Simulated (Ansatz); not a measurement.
Two structures, one formula

The two ends of one reaction step of CH₈GeS, singlet (PBE0-D4/def2-TZVP).

A:

Ge1  (-0.915, -0.549, -0.749)
H2  (0.767, 2.278, 2.286)
H3  (-1.007, -1.379, -2.044)
H4  (-2.259, -0.591, -0.004)
C5  (0.556, -1.165, 0.368)
H6  (0.502, 2.228, 1.589)
S7  (-0.663, 1.606, -1.272)
H8  (0.406, -2.211, 0.642)
H9  (0.612, -0.562, 1.274)
H10  (1.499, -1.078, -0.173)
H11  (0.501, 1.423, -1.918)
(Å)

B:

```
11
angstrom
Ge -0.1001 -0.3163 0.1799
H 0.5158 0.9629 0.7787
H 0.1988 -0.3312 -1.3311
H -1.6223 -0.2762 0.3853
C 0.6736 -1.8940 1.0336
H -0.3998 3.1701 -0.6483
S -1.2813 3.0403 -1.6511
H 0.2447 -2.8023 0.6085
H 0.4707 -1.8818 2.1051
H 1.7537 -1.9153 0.8835
H -0.4539 2.2438 -2.3441
```

Computed with Ansatz 0.2.0 (basis: def2-TZVPP); correlated methods freeze the cores. Filled d shells of the heavier atoms are correlated. The def2 sets are not built for correlating such inner shells, so the correlated values are less sure here. B3LYP uses VWN-RPA correlation.

Q: Which structure is lower at CCSD(T), and by how much? (Judge from chemistry; the value comes from the calculation.)

A: The calculation gives: A, by 5.93 kcal/mol (electronic energy, against the other). By their contacts, A is a complex of CH₆GeS ([CH3][GeH2][SH]) + H₂ and B is a complex of CH₆Ge ([CH3][GeH3]) + H₂S.

All methods give the same order:

```
      method  E(B) − E(A) (kcal/mol)
       SPW92                    5.50
      PBE-D4                    7.48
     BLYP-D4                    7.16
   r2SCAN-D4                    7.23
      B97M-V                    4.99
     PBE0-D4                    6.88
    B3LYP-D4                    6.47
  r2SCAN0-D4                    6.80
    BHLYP-D4                    5.85
CAM-B3LYP-D4                    4.95
     wB97X-V                    5.90
     wB97M-V                    6.12
      B2PLYP                    6.10
    PBE-QIDH                    6.86
  RPA on PBE                    5.08
          HF                    3.33
         MP2                    8.06
        CCSD                    4.98
     CCSD(T)                    5.93
```

T1 diagnostic: at most 0.011.

Labels in which every atom is bracketed show which atoms are joined, not bond orders.

For scale, one of the runs: CCSD(T)/def2-TZVPP, 233 basis functions, launched by `ansatz run in.yaml --threads 4 --pin off --events-out ev --progress --plain --max-ram 9574MiB`. Time: 81 s of wall clock on 4 CPU threads of an Arm Neoverse V2; the host was shared. Peak host memory: 4 GiB.
